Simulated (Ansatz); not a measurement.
Reaction (isomerisation): `C=NC(F)N[SiH3]` → `NC/C(F)=N/[SiH3]`

Computed with Ansatz on PBE0-D4/def2-TZVP structures; ΔE is electronic, products minus reactants. CCSD(T)/CBS adds triple-zeta CCSD(T) − MP2 to the extrapolated MP2 energy (def2 sets, frozen cores). One conformer a species, not always the lowest.

`C=NC(F)N[SiH3]`:

Z-matrix (Å, degrees):
```
C
N 1 1.427
N 1 1.403 2 110.3
F 1 1.414 2 112.1 3 -124.0
H 1 1.096 2 108.6 3 121.7
C 2 1.259 1 119.4 3 126.4
Si 3 1.730 1 123.9 2 167.6
H 3 1.008 1 113.2 2 -31.6
H 6 1.092 2 123.6 1 0.2
H 6 1.089 2 118.1 1 -179.9
H 7 1.484 3 107.2 1 -160.6
H 7 1.485 3 106.8 1 -41.2
H 7 1.488 3 114.8 1 79.0
```

`NC/C(F)=N/[SiH3]`:

Cartesian coordinates in Å:
```
N 0.186 -0.091 2.345
C -0.462 -0.948 1.391
C -0.349 -0.536 -0.049
F -1.005 -1.432 -0.835
N 0.239 0.454 -0.501
Si 0.440 1.031 -2.123
H -0.184 0.849 2.272
H 1.172 -0.016 2.127
H -0.069 -1.968 1.470
H -1.529 -1.034 1.623
H -0.206 0.194 -3.168
H 1.899 1.098 -2.382
H -0.133 2.399 -2.171
```

```
             level  ΔE (kJ/mol)
SCS-MP2/def2-TZVPP        -36.6
     MP2/CBS(def2)        -40.2
```

What does CCSD(T)/CBS give? (Estimate.)

Computed: -35.5 kJ/mol. The listed levels differ from it by -1.1, -4.7 kJ/mol.

Largest T1 diagnostic among the species: 0.013.
